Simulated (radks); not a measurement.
Task: The table gives one normalised radial function P(r) = r R(r) of Pm8+ in [Kr] 4d10 4f3 5s2 5p2 (r in bohr). Calculated with a radial shooting solver on a logarithmic mesh with Libxc functionals: scalar-relativistic Kohn-Sham, PBE, spin-polarised, spherical densities, finite nucleus; open shells are filled with parallel spins first (spin-orbit coupling, left out, can overturn this in heavy ions); Fermi nuclear charge, rms radius 4.962 fm.

r	P
0.00323	0.0002
0.00424	0.0004
0.005566	0.0008
0.007306	0.0017
0.009589	0.0035
0.01259	0.0072
0.01652	0.0148
0.02186	0.0302
0.02869	0.0586
0.03766	0.1097
0.04943	0.1954
0.06489	0.3257
0.08517	0.4976
0.1118	0.6753
0.1467	0.7742
0.1942	0.6633
0.2548	0.2536
0.3345	-0.4000
0.4391	-1.0441
0.5763	-1.3527
0.7564	-1.1952
0.9929	-0.7571
1.303	-0.3379
1.724	-0.0943
2.263	-0.0156
2.971	-0.0013
3.9	0.0000

Which n and l does it have? It may be an empty orbital.

Result: n = 4, l = 2: the number of nodes gives n - l - 1 = 1, the rise at small r (about r^(l+1), flatter next to the nucleus through relativity) gives l, and the extent must fit the shell. The curve is that of 4d up; the table hardly tells the two spins apart. 4d up: eigenvalue -244.26 eV, 1 radial node at r = 0.285 bohr, <r> = 0.676 bohr, 90 % of the charge inside 1.01 bohr.
